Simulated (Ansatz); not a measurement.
Computed with Ansatz on PBE0-D4/def2-TZVP structures; ΔE is electronic, products minus reactants. CCSD(T)/CBS adds triple-zeta CCSD(T) − MP2 to the extrapolated MP2 energy (def2 sets, frozen cores). Functionals use def2-TZVPP. Each species was taken in one conformer, which may not be the lowest.

Consider the formal exchange of groups at a B–C bond: `OB(O)c1cccs1` + `C[SiH2]F` → `OB(O)[SiH2]F` + `Cc1cccs1`.

`OB(O)c1cccs1`:

Z-matrix (Å, degrees):
```
B
O 1 1.361
C 1 1.550 2 118.7
O 1 1.368 2 118.2 3 -180.0
H 2 0.961 1 112.2 3 -180.0
C 3 1.376 1 129.2 2 -179.9
S 3 1.714 1 121.2 2 0.1
H 4 0.958 1 114.0 2 -180.0
C 6 1.410 3 113.9 1 180.0
H 6 1.084 3 123.4 1 0.0
C 7 1.697 3 93.1 1 180.0
H 9 1.082 6 124.5 3 -180.0
H 11 1.080 7 120.6 3 -180.0
```

`C[SiH2]F`:

Z-matrix (Å, degrees):
```
C
Si 1 1.853
H 1 1.094 2 110.1
H 1 1.092 2 111.0 3 -119.6
H 1 1.092 2 111.1 3 119.7
F 2 1.604 1 109.4 3 179.8
H 2 1.485 1 111.5 3 61.3
H 2 1.485 1 111.5 3 -61.7
```

`OB(O)[SiH2]F`:

Z-matrix (Å, degrees):
```
Si
F 1 1.605
B 1 2.036 2 111.2
H 1 1.488 2 107.7 3 -123.0
H 1 1.492 2 107.4 3 121.4
O 3 1.354 1 118.4 2 -40.2
O 3 1.366 1 123.3 2 141.2
H 6 0.964 3 112.7 1 -179.7
H 7 0.959 3 114.7 1 -4.0
```

`Cc1cccs1`:

```xyz
12

C    -1.356   -0.097   -1.469
C    -0.432   -0.079   -0.301
C     0.847    0.393   -0.243
C     1.442    0.254    1.037
C     0.604   -0.325    1.939
S    -0.905   -0.698    1.230
H    -0.859    0.338   -2.337
H    -2.265    0.479   -1.278
H    -1.661   -1.114   -1.731
H     1.347    0.829   -1.099
H     2.449    0.570    1.275
H     0.789   -0.551    2.978
```

```
             level  ΔE (kcal/mol)  difference from CCSD(T)/CBS
           ωB97M-V           25.0                          0.5
            B2PLYP           24.5                          0.0
               PBE           21.8                         -2.7
     HF/def2-TZVPP           24.7                          0.2
SCS-MP2/def2-TZVPP           25.0                          0.5
CCSD(T)/def2-TZVPP           24.4                         -0.1
     HF/def2-QZVPP           24.7                          0.2
    MP2/def2-QZVPP           26.3                          1.8
      HF/CBS(def2)           24.7                          0.2
    CCSD/CBS(def2)           24.4                         -0.1
       CCSD(T)/CBS           24.5                            0
```

Largest T1 diagnostic among the species: 0.013.

From PBE to PBE0 (25 % exact exchange), in def2-TZVPP and without D4, ΔE moves by +1.2 kcal/mol.
